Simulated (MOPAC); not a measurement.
Input for MOPAC: PM7 on H2 (SMILES [H][H]).

```
PM7 1SCF PRECISE CHARGE=0 THREADS=1
H2

H     -0.27251340 1     0.24313612 1     3.35462015 1
H      0.32154537 1    -0.20325729 1     3.38906608 1
```

It printed:

```
*******************************************************************************
 **                                                                           **
 **                              MOPAC v23.2.5                                **
 **                                                                           **
 *******************************************************************************
 ** MOPAC's Digital Object Identifier: https://doi.org/10.5281/zenodo.6511958 **
 **                                                                           **
 ** Please cite the open-source release paper for use of this MOPAC version:  **
 ** J. E. Moussa and J. J. P. Stewart (2026)                                  **
 ** MOPAC: An open-source semiempirical molecular orbital program             **
 ** J. Open Source Softw., 11(119), 8025, https://doi.org/10.21105/joss.08025 **
 *******************************************************************************

                              PM7 CALCULATION RESULTS

 *******************************************************************************
 *  PM7        - The PM7 Hamiltonian to be used
 *
 *
 *
 *                 CHARGE ON SYSTEM = 0
 *
 *
 *
 *  PRECISE    - TIGHTER CRITERIA TO BE USED
 *  1SCF       - DO 1 SCF AND THEN STOP
 *  THREADS=1  - MULTI-THREADING NOT USED
 *  T=         - A TIME OF 172800.0 SECONDS REQUESTED
 *  DUMP=N     - RESTART FILE WRITTEN EVERY 7200.0 SECONDS REQUESTED
 *******************************************************************************
PM7 1SCF PRECISE CHARGE=0 THREADS=1
 H2

   ATOM   CHEMICAL          X               Y               Z
  NUMBER   SYMBOL      (ANGSTROMS)     (ANGSTROMS)     (ANGSTROMS)

     1       H         -0.27251340  *   0.24313612  *   3.35462015  *
     2       H          0.32154537  *  -0.20325729  *   3.38906608  *



          CARTESIAN COORDINATES

    NO.       ATOM           X           Y           Z

     1         H         -0.2725      0.2431      3.3546
     2         H          0.3215     -0.2033      3.3891

 General Reference for PM7:
 "Optimization of Parameters for Semiempirical Methods VI: More Modifications to the
 NDDO Approximations and Re-optimization of Parameters", J. J. P. Stewart, J. Mol. Mod., 1:32, 19 (2013)
 https://link.springer.com/article/10.1007/s00894-012-1667-x

           Empirical Formula: H2  =     2 atoms



      MOLECULAR POINT GROUP   :   D*h


      RHF CALCULATION, NO. OF DOUBLY OCCUPIED LEVELS = 1


 -------------------------------------------------------------------------------
 PM7 1SCF PRECISE CHARGE=0 THREADS=1
 H2



     1SCF WAS SPECIFIED, SO BFGS WAS NOT USED
     SCF FIELD WAS ACHIEVED


                              PM7 CALCULATION
                                                       MOPAC v23.2.5 Linux




          FINAL HEAT OF FORMATION =        -31.84349 KCAL/MOL =    -133.23317 KJ/MOL


          COSMO AREA              =         27.23 SQUARE ANGSTROMS
          COSMO VOLUME            =         13.05 CUBIC ANGSTROMS

          IONIZATION POTENTIAL    =         15.154816 EV
          HOMO LUMO ENERGIES (EV) =        -15.155  7.164
          NO. OF FILLED LEVELS    =          1
          MOLECULAR WEIGHT        =          2.0158         POINT GROUP:  D*h

          MOLECULAR DIMENSIONS (Angstroms)

            Atom       Atom       Distance
            H     2    H     1     0.74388
            H     2    H     1     0.00000
            H     1    H     2     0.00000


          SCF CALCULATIONS        =          1





   ATOM   CHEMICAL          X               Y               Z
  NUMBER   SYMBOL      (ANGSTROMS)     (ANGSTROMS)     (ANGSTROMS)

     1       H         -0.27251340  *   0.24313612  *   3.35462015  *
     2       H          0.32154537  *  -0.20325729  *   3.38906608  *

                             CARTESIAN COORDINATES

   1    H       -0.272513400     0.243136120     3.354620150
   2    H        0.321545370    -0.203257290     3.389066080


           Empirical Formula: H2  =     2 atoms



      MOLECULAR POINT GROUP   :   D*h


                  EIGENVALUES
 -15.15482   7.16425


              NET ATOMIC CHARGES AND DIPOLE CONTRIBUTIONS

  ATOM NO.   TYPE          CHARGE      No. of ELECS.   s-Pop
    1          H          -0.000000        1.0000     1.00000
    2          H           0.000000        1.0000     1.00000
 DIPOLE           X         Y         Z       TOTAL
 POINT-CHG.     0.000    -0.000     0.000     0.000
 HYBRID         0.000     0.000     0.000     0.000
 SUM            0.000    -0.000     0.000     0.000


          ATOMIC ORBITAL ELECTRON POPULATIONS

     Atom    s
    1  H   1.00000
    2  H   1.00000

 **********************
 *                    *
 * JOB ENDED NORMALLY *
 *                    *
 **********************




 == MOPAC DONE ==
```

The run finished.

Cost: about 0.020 core-seconds (a rough figure).
